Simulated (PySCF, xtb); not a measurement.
B(H)(Me)(NHMe) (C2H8BN), SMILES CBNC.

GFN2-xTB in xtb at its own geometry gives an orbital gap of 6.03 eV and a dipole moment of 1.92 D.

Geometry optimised at B3LYP-D3(BJ)/def2-SVP. A frequency run showed that this geometry is not a minimum. This is a generated structure with no PubChem entry under its InChIKey; it may be hypothetical. One conformer was computed; it need not be the lowest.

What does PySCF with PBE0/def2-TZVP give? (The exact figures need the calculation; the answer reports its results.)

gap 8.19 eV (levels -7.56 and 0.63 eV), dipole 1.73 D.
